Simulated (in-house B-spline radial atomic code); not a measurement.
## RPA and G0W0 on TPSS: the calcium ion Ca⁺

Configuration [Ar] 4s1, highest spin, mean-field start TPSS. Computed with an all-electron radial atomic-structure program (B-spline basis): all electrons, non-relativistic, point nucleus, each spin shell either full or empty, empty states to l = 9 with an (l + 1/2)⁻⁴ tail; G0W0 by contour deformation at full frequency.

Command:
```bash
python run_gw.py task.json out
```
Settings (radii: box in bohr, nucleus in fm):
```
Z                        20
electrons                19
configuration            [Ar] 4s1
hamiltonian              nr
method                   tpss,tpss
lmax                     9
spin_polarised           True
box_radius               23.78
intervals                51
ion_configuration        [Ne] 3s2 3p6
```

Cost of the run: 1.6 s on 1 thread of Intel(R) Xeon(R) 6975P-C (Granite Rapids) (shared host).

Energies (hartree):

```tsv
term	value
mean-field total	-677.36666
Hartree-Fock functional on these orbitals	-676.56201
direct second order	-1.4021
second-order exchange	0.4845
SOSEX correction	0.42933
```

What is the RPA correlation energy, and what remains with SOSEX?

RPA gives -1.1903 hartree (-1.7 eV per electron); RPA + SOSEX gives -0.76095, and the second-order doubles -0.91756 hartree (no singles). RPA lacks exchange-type terms and so overcorrelates at short range.

Quasi-particle levels (eV):

```csv
level,occupied,mean field,Σx - vxc,Σc,QP weight,G0W0
4s up,yes,-9.208,-2.11,?,?,?
3d up,no,-8.395,7.39,-3.32,0.693,-4.327
```

G0W0 = mean field + (Σx - vxc) + Σc, with Σc (partial-wave tail included) taken at the quasi-particle energy. Only the outer levels were computed. Levels of low weight are left out.

Where does G0W0 put 4s up?

At -12.292 eV, with Σc = -0.98 eV and a quasi-particle weight of 0.889. The tabulated removal energy is 11.872 eV (NIST, measured); the calculation leaves out relativity, Breit and QED terms, and what these don't explain is the method's own error.

What does it cost to remove one electron (to [Ne] 3s2 3p6) by differences of total energies, each species on its own start (correlation terms add to the Hartree-Fock functional)?

TPSS 11.713 eV, Hartree-Fock functional 11.295 eV, + RPA 12.410 eV, + RPA + SOSEX 11.743 eV, + second order 12.125 eV. Tabulated: 11.872 eV (NIST, measured); the calculation leaves out relativity, Breit and QED terms, and what these don't explain is the method's own error.
